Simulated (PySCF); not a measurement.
Geometries of 4 isomers of C2H11BN2, from PBE0-D3(BJ)/def2-SVP geometry optimisation, gas phase in PySCF. One conformer each, no zero-point energy, no frequencies.

Question: Which is lowest in electronic energy at this level?
A.
```xyz
16
angstrom
C      1.945   -0.272   -0.111
C      0.782    0.469    0.542
B     -0.622    0.449   -0.258
N     -1.794    1.009    0.483
N     -1.009   -1.189   -0.462
H      2.893   -0.169    0.442
H      2.122    0.096   -1.135
H      1.759   -1.360   -0.192
H      0.639    0.091    1.577
H      1.062    1.531    0.667
H     -0.523    0.826   -1.433
H     -1.576    1.403    1.392
H     -2.349    1.689   -0.025
H     -0.345   -1.702   -1.044
H     -1.067   -1.638    0.453
H     -1.935   -1.240   -0.885
```
B.
```xyz
16
angstrom
C      2.311   -0.079   -0.700
N      1.194   -0.884   -0.283
B      0.189   -0.354    0.678
N     -1.152    0.059   -0.240
C     -2.277    0.630    0.496
H      3.082    0.093    0.083
H      2.829   -0.514   -1.574
H      1.968    0.923   -1.010
H      1.472   -1.841   -0.104
H     -0.259   -1.198    1.454
H      0.473    0.713    1.233
H     -1.413   -0.795   -0.736
H     -0.817    0.699   -0.962
H     -3.134    0.857   -0.155
H     -1.939    1.548    0.994
H     -2.583   -0.081    1.274
```
C.
```xyz
16
angstrom
C     -0.719    1.746    0.362
N     -0.397    0.320    0.320
C     -1.498   -0.507   -0.163
B      1.031    0.049   -0.538
N      2.097    0.833    0.151
H      0.183    2.272    0.702
H     -0.963    2.080   -0.656
H     -1.569    1.954    1.032
H     -0.146    0.029    1.266
H     -2.412   -0.360    0.434
H     -1.195   -1.561   -0.133
H     -1.702   -0.240   -1.210
H      0.732    0.436   -1.671
H      1.147   -1.177   -0.460
H      2.828    0.284    0.589
H      2.538    1.556   -0.405
```
D.
```xyz
16
angstrom
N      1.324    0.918   -0.460
C      1.169   -0.532   -0.295
C      0.063   -0.872    0.706
B     -1.269    0.081    0.653
N     -1.383    0.703   -0.845
H      1.437    1.359    0.453
H      2.156    1.142   -1.003
H      2.122   -1.027   -0.017
H      0.910   -0.940   -1.290
H     -0.187   -1.939    0.569
H      0.477   -0.805    1.728
H     -2.318   -0.512    0.889
H     -1.160    1.082    1.364
H     -1.601    0.011   -1.561
H     -2.083    1.440   -0.893
H     -0.424    1.095   -1.012
```

Answer: A. That is `CC[B@H-](N)[NH3+]`, 14.1 kcal/mol below the next.

```json
{"SMILES": "CC[B@H-](N)[NH3+]", "atoms numbered as above": "[CH3:1][CH2:2][B@H-:3]([NH2:4])[NH3+:5]", "E (Eh)": "-216.82005", "relative (kcal/mol)": "0.0", "relative (kJ/mol)": "0.0", "dipole (D)": "3.54"}
{"SMILES": "C[NH+](C)[BH2-]N", "atoms numbered as above": "[CH3:1][NH+:2]([CH3:3])[BH2-:4][NH2:5]", "E (Eh)": "-216.79752", "relative (kcal/mol)": "14.1", "relative (kJ/mol)": "59.2", "dipole (D)": "3.53"}
{"SMILES": "CN[BH2-][NH2+]C", "atoms numbered as above": "[CH3:1][NH:2][BH2-:3][NH2+:4][CH3:5]", "E (Eh)": "-216.79047", "relative (kcal/mol)": "18.6", "relative (kJ/mol)": "77.7", "dipole (D)": "4.22"}
{"SMILES": "NCC[BH2-][NH3+]", "atoms numbered as above": "[NH2:1][CH2:2][CH2:3][BH2-:4][NH3+:5]", "E (Eh)": "-216.78946", "relative (kcal/mol)": "19.2", "relative (kJ/mol)": "80.3", "dipole (D)": "4.55"}
```
